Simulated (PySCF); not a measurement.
# C7H16Ge: core ionisation energies

Species: C7H16Ge.
Geometry (PBE0-D3(BJ)/def2-SVP, Å), atoms numbered from 1 in this order:
```xyz
24
C7H16Ge angstrom
C     -2.0481    1.2925    1.1803
C     -2.1968    0.4983   -0.1082
C     -1.1071   -0.5480   -0.3388
C     -1.3668   -1.3757   -1.5937
Ge     0.6926    0.2536   -0.4301
C      1.7378    0.6530    1.2050
C      2.9530   -0.0241    0.5285
C      2.2765   -0.9326   -0.5266
H     -2.8863    1.9912    1.3206
H     -2.0175    0.6265    2.0579
H     -1.1193    1.8862    1.1908
H     -2.2205    1.1910   -0.9693
H     -3.1793   -0.0099   -0.1133
H     -1.0781   -1.2246    0.5352
H     -0.6080   -2.1609   -1.7374
H     -2.3519   -1.8709   -1.5456
H     -1.3660   -0.7453   -2.4985
H      0.6987    1.3984   -1.4740
H      1.8823    1.6844    1.5565
H      1.3492    0.0520    2.0433
H      3.6314   -0.5525    1.2217
H      3.5607    0.7405    0.0170
H      2.0205   -1.9199   -0.1077
H      2.8254   -1.0870   -1.4659
```

The calculation used delta-SCF UKS SCAN, pcX-2 on the ionised atom, pcseg-1 elsewhere, spin-free X2C (PySCF 2.14.0). Each binding energy is the total energy of the core-ionised species, with the hole localised on one atom, minus that of the ground state; both are solved self-consistently, so orbital relaxation is included.

Q: List the computed XPS lines with their assignment.

A: 
```json
{"atom(s)": "C6", "bonded to": "C, 2 H and Ge", "level": "C 1s", "binding energy (eV)": "289.54", "above the level's lowest (eV)": "0.00", "count": "1"}
{"atom(s)": "C8", "bonded to": "C, 2 H and Ge", "level": "C 1s", "binding energy (eV)": "289.56", "above the level's lowest (eV)": "+0.02", "count": "1"}
{"atom(s)": "C3", "bonded to": "2 C, H and Ge", "level": "C 1s", "binding energy (eV)": "289.86", "above the level's lowest (eV)": "+0.32", "count": "1"}
{"atom(s)": "C7", "bonded to": "2 C and 2 H", "level": "C 1s", "binding energy (eV)": "290.31", "above the level's lowest (eV)": "+0.77", "count": "1"}
{"atom(s)": "C2", "bonded to": "2 C and 2 H", "level": "C 1s", "binding energy (eV)": "290.38", "above the level's lowest (eV)": "+0.84", "count": "1"}
{"atom(s)": "C4", "bonded to": "C and 3 H", "level": "C 1s", "binding energy (eV)": "290.40", "above the level's lowest (eV)": "+0.86", "count": "1"}
{"atom(s)": "C1", "bonded to": "C and 3 H", "level": "C 1s", "binding energy (eV)": "290.43", "above the level's lowest (eV)": "+0.89", "count": "1"}
```

Lowest listed C 1s: C6, bonded to C, 2 H and Ge. Highest, 0.89 eV above it: C1, bonded to C and 3 H. The values 289.54 and 289.56 eV; the values 290.38, 290.40 and 290.43 eV lie too close for their order to be trusted.

Q: Which photon energy gives electrons from C 1s of C4 a kinetic energy of 150 eV, and what is their de Broglie wavelength?

A: hν = 290.40 + 150 = 440.40 eV, recoil neglected; λ = 12.264 Å/√(E/eV) = 1.00 Å.

No level of germanium is listed. The structure is a single PBE0-D3(BJ)/def2-SVP conformer in the gas phase; no vibrational or solvent corrections.
